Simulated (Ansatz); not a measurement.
```yaml
crystal:
  periodic: [false, false, false]
  atoms:
    - {symbol: Sb, position_ang: [-0.004743, 0.004613, 0.748374]}
    - {symbol: F, position_ang: [1.620556, -0.029324, -0.239141]}
    - {symbol: F, position_ang: [-0.783791, 1.414539, -0.263110]}
    - {symbol: F, position_ang: [-0.832022, -1.389838, -0.246124]}
basis:
  gaussian: {orbitals: ANO-RCC-VTZP}
hamiltonian: {xc: {name: HF}}
correlation: {method: mp2, electrons: outside_noble_gas}
scf: {omitted_lower_state_checks: [starts]}
output: {forces: true}
```

```sh
$ ansatz run in.yaml --threads 4 --pin off --events-out ev --progress --plain --max-ram 3916MiB
```

Output, abridged:

```
Functional definition: HF
1110 factors; integrals over basis functions are off by at most 7.9e-4 eV
mean field evaluation 1: about -184399.9457 eV, gradient 4.9e1 eV
mean field evaluation 2: about -184400.0879 eV, gradient 5.0e1 eV
mean field evaluation 4: about -184404.1857 eV, gradient 2.4e0 eV
mean field evaluation 8: about -184404.2400 eV, gradient 3.0e-1 eV
mean field -184404.24037338 eV, -6776.7308400382 hartree, gradient 7.2e-6 eV, S^2 0.000000; 0 other end points of the search recorded, 0 dependent functions left out
26 core orbitals not correlated: weight in the atoms' cores, before any rotation towards them, 0.934 or more for the frozen orbitals, at most 0.066 for the correlated occupied ones
reference -184404.24037338 eV, -6776.7308400382 hartree; 13, 13 occupied and 119, 119 virtual orbitals, 1110 factors
second order -24.06625805 eV of doubles, -0.00000000 eV of singles
mean field evaluation 16: about -184403.9800 eV, gradient 2.0e0 eV
Total energy: -184428.30663143 eV, -6777.6152587088 hartree
Relativity: scalar
Atom 0 at    -0.004743     0.004613     0.748374 Å, force     0.002932    -0.002406    -0.388946 eV/Å
Atom 1 at     1.620556    -0.029324    -0.239141 Å, force    -0.277300     0.005545     0.128080 eV/Å
Atom 2 at    -0.783791     1.414539    -0.263110 Å, force     0.133064    -0.241093     0.131884 eV/Å
Atom 3 at    -0.832022    -1.389838    -0.246124 Å, force     0.141303     0.237954     0.128983 eV/Å
Dipole moment:    -0.005103     0.004945     0.801917 e Å
Checks for a lower state left out: starts
```

Hardware: 4 threads of Arm Neoverse V2 on a shared host. Wall time 9.5 s.

DK, ANO-RCC and x2c sets are all-electron and run with scalar relativity unless a key says otherwise. Correlated methods freeze 26 core orbitals.
